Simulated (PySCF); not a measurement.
## Electron correlation in Er⁶⁴⁺ (erbium, charge +64)

[He] 2s2, closed-shell 1S. All numbers are calculated (PySCF 2.14, no relativity, point nucleus, in an uncontracted even-tempered set (17 s from 43 bohr⁻², ratio 2.2; 8 p from 65 bohr⁻², ratio 2.4; 5 d from 200 bohr⁻², ratio 2.4; 5 f from 290 bohr⁻², ratio 2.4; 4 g from 440 bohr⁻², ratio 2.4)). Frozen: nothing; 4 electrons correlated; the 8 highest virtual orbitals of each spin left out.

| level | correlation energy (mhartree) |
| --- | --- |
| CCSD | -864.44 |
| (T) | -1.10 |
| CCSD(T) | -865.54 |

Diagnostics: T1 = 0.00036, D1 = 0.0007, largest double amplitude 0.135.

A non-relativistic calculation at this Z misses sizeable relativistic shifts.

Cost of the coupled-cluster step: 22 s of wall time on 2 threads of Neoverse-N1 (shared host), for 4 correlated electrons.

At this charge a non-relativistic calculation is a model, useful for the Z dependence of the correlation energy.
